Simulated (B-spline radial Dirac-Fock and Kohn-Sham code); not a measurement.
**Dy²⁺: L2-M23M23 lines in intermediate coupling**

System: Dy²⁺, configuration [Xe] 4f10, inside a Watson sphere of charge -2 and radius 1.8 Å (a model of the Madelung potential; inside it an electron's potential energy is raised by 16.0 eV).

Input file task.json (cfg lists n, l and occupation; rrms is the nuclear radius in fm):

```json
{"items": [{
  "Z": 66,
  "q": 2,
  "cfg": [[1, 0, 2], [2, 0, 2], [2, 1, 6], [3, 0, 2], [3, 1, 6], [3, 2, 10], [4, 0, 2], [4, 1, 6], [4, 2, 10], [4, 3, 10], [5, 0, 2], [5, 1, 6]],
  "A": 164,
  "rrms": 5.2218,
  "watson": [-2, 1.8],
  "do": ["binding", "quiet", "double"]
}]}
```

Launch: `python xray_run.py task.json out`

Model: relaxed Dirac-Fock hole states (ΔSCF) with Breit and QED corrections and a finite nucleus. Program: a radial finite-basis atomic code. The two-hole levels come from diagonalising the Coulomb interaction among the jj configurations; intensities are independent-particle Coulomb rates. Kinetic energies are from the vacuum level. No correlation. Open outer shells are spectators and are not coupled to the holes.

```tsv
kinetic energy (eV)	J	leading jj holes (weight)	leading LS term (weight)
4831.1	0	M2M2 (1.00)	³P0 (0.62)
5002.8	2	M2M3 (1.00)	¹D2 (0.70)
5011.4	1	M2M3 (1.00)	³P1 (1.00)
5159.8	0	M3M3 (1.00)	¹S0 (0.62)
5176.0	2	M3M3 (1.00)	³P2 (0.70)
```

The intensity is shared as follows: 5002.8 eV 51.0 %, 4831.1 eV 24.6 %, 5011.4 eV 23.3 %, 5159.8 eV 0.6 %, 5176.0 eV 0.5 %.

The strongest line, by its leading LS label ¹D2, lies at 5002.8 eV. The mean weight of the leading component is 1.00 in jj and 0.73 in LS coupling, so jj labels describe these levels better.

Values without a named source are computed, but for edge energies of neutral atoms, which are taken from tables.
